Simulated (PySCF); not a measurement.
C$_{2}$H$_{7}$S (SMILES C[SH+]C), charge +1, singlet, geometry from GFN2-xTB; DF-PBE0/STO-3G run with PySCF.

PySCF was given this input:
```python
from pyscf import gto, scf, dft

mol = gto.Mole()
mol.atom = '''
    C    -1.407246    0.484381   -0.179960
    S     0.005579   -0.562535    0.268520
    C     1.396017    0.523556   -0.156132
    H    -1.279185    0.913429   -1.168899
    H    -2.306370   -0.125889   -0.146508
    H    -1.489518    1.271962    0.565270
    H     0.025624   -1.307244   -0.865362
    H     1.272844    0.949093   -1.147207
    H     2.311144   -0.061361   -0.107259
    H     1.443573    1.312951    0.590201
'''
mol.basis = 'sto-3g'
mol.charge = 1
mol.spin = 0
mol.verbose = 4
mol.build()

mf = dft.RKS(mol)
mf.xc = 'pbe0'
mf = mf.density_fit(auxbasis='def2-universal-jkfit')
mf.kernel()
```

Q: Write the output that PySCF gives for this input, abridged.

A: 
```
PySCF version 2.14.0

[INPUT] verbose = 4
[INPUT] num. atoms = 10
[INPUT] num. electrons = 34
[INPUT] charge = 1
[INPUT] spin (= nelec alpha-beta = 2S) = 0
[INPUT] symmetry False subgroup None
[INPUT] Mole.unit = angstrom
[INPUT] Symbol           X                Y                Z      unit          X                Y                Z       unit  Magmom
[INPUT]  1 C     -1.407246000000   0.484381000000  -0.179960000000 AA   -2.659309529890   0.915347429943  -0.340075113377 Bohr   0.0
[INPUT]  2 S      0.005579000000  -0.562535000000   0.268520000000 AA    0.010542782049  -1.063037085482   0.507429258968 Bohr   0.0
[INPUT]  3 C      1.396017000000   0.523556000000  -0.156132000000 AA    2.638089795237   0.989377450873  -0.295046719281 Bohr   0.0
[INPUT]  4 H     -1.279185000000   0.913429000000  -1.168899000000 AA   -2.417309312652   1.726130644235  -2.208898977278 Bohr   0.0
[INPUT]  5 H     -2.306370000000  -0.125889000000  -0.146508000000 AA   -4.358407641913  -0.237895732095  -0.276859995058 Bohr   0.0
[INPUT]  6 H     -1.489518000000   1.271962000000   0.565270000000 AA   -2.814781077610   2.403659820854   1.068205486433 Bohr   0.0
[INPUT]  7 H      0.025624000000  -1.307244000000  -0.865362000000 AA    0.048422342216  -2.470333137981  -1.635297178606 Bohr   0.0
[INPUT]  8 H      1.272844000000   0.949093000000  -1.147207000000 AA    2.405326559296   1.793525836742  -2.167907038184 Bohr   0.0
[INPUT]  9 H      2.311144000000  -0.061361000000  -0.107259000000 AA    4.367429194432  -0.115955484729  -0.202690134395 Bohr   0.0
[INPUT] 10 H      1.443573000000   1.312951000000   0.590201000000 AA    2.727957610817   2.481117804974   1.115318248444 Bohr   0.0

nuclear repulsion = 120.588562608798
number of shells = 18
number of NR pGTOs = 78
number of NR cGTOs = 26
basis = sto-3g
ecp = {}

******** <class 'pyscf.df.df_jk.DFRKS'> ********
method = DFRKS
initial guess = minao
damping factor = 0
level_shift factor = 0
DIIS = <class 'pyscf.scf.diis.CDIIS'>
diis_start_cycle = 1
diis_space = 8
diis_damp = 0
SCF conv_tol = 1e-09
SCF conv_tol_grad = None
SCF max_cycles = 50
direct_scf = False
XC library pyscf.dft.libxc version 7.1.2
    S. Lehtola, C. Steigemann, M. J. T. Oliveira, and M. A. L. Marques,  SoftwareX 7, 1–5 (2018)
XC functionals = pbe0
    C. Adamo and V. Barone,  J. Chem. Phys. 110, 6158 (1999)
    M. Ernzerhof and G. E. Scuseria,  J. Chem. Phys. 110, 5029 (1999)
radial grids:
    Treutler-Ahlrichs [JCP 102, 346 (1995); DOI:10.1063/1.469408] (M4) radial grids

becke partition: Becke, JCP 88, 2547 (1988); DOI:10.1063/1.454033
pruning grids: <function nwchem_prune>
grids dens level: 3
symmetrized grids: False
atomic radii adjust function: <function treutler_atomic_radii_adjust>
small_rho_cutoff = 0
Set gradient conv threshold to 3.16228e-05
Initial guess from minao.
tot grids = 115776
******** <class 'pyscf.df.df.DF'> ********
auxbasis = def2-universal-jkfit
init E= -472.934182034446
  HOMO = -0.31477340294955  LUMO = 0.120299958665679  gap/eV = 11.83895
cycle= 1 E= -472.822057391158  delta_E= 0.112  |g|= 0.158  |ddm|= 3.53
  HOMO = -0.55817389041696  LUMO = -0.104565648068067  gap/eV = 12.34331
cycle= 2 E= -472.831550121103  delta_E= -0.00949  |g|= 0.0754  |ddm|= 0.44
  HOMO = -0.53154685348334  LUMO = -0.0765244271370285  gap/eV = 12.38179
cycle= 3 E= -472.833824635289  delta_E= -0.00227  |g|= 0.0226  |ddm|= 0.162
  HOMO = -0.532983118818404  LUMO = -0.07511227290683  gap/eV = 12.45930
cycle= 4 E= -472.834001863771  delta_E= -0.000177  |g|= 0.00319  |ddm|= 0.0354
  HOMO = -0.533854876848354  LUMO = -0.0758523771591419  gap/eV = 12.46288
cycle= 5 E= -472.834005022244  delta_E= -3.16e-06  |g|= 0.000689  |ddm|= 0.00522
  HOMO = -0.533808629212668  LUMO = -0.0758479079890111  gap/eV = 12.46175
cycle= 6 E= -472.834005213581  delta_E= -1.91e-07  |g|= 4.67e-05  |ddm|= 0.00135
  HOMO = -0.533807726294053  LUMO = -0.0758479521834328  gap/eV = 12.46172
cycle= 7 E= -472.834005214674  delta_E= -1.09e-09  |g|= 2.77e-06  |ddm|= 0.000109
  HOMO = -0.533806863209502  LUMO = -0.0758475985740981  gap/eV = 12.46171
cycle= 8 E= -472.834005214678  delta_E= -4.09e-12  |g|= 1.98e-07  |ddm|= 6.17e-06
  HOMO = -0.533806877415605  LUMO = -0.0758475805436082  gap/eV = 12.46171
Extra cycle  E= -472.834005214677  delta_E= 6.82e-13  |g|= 4.03e-08  |ddm|= 4.91e-07
converged SCF energy = -472.834005214677
```
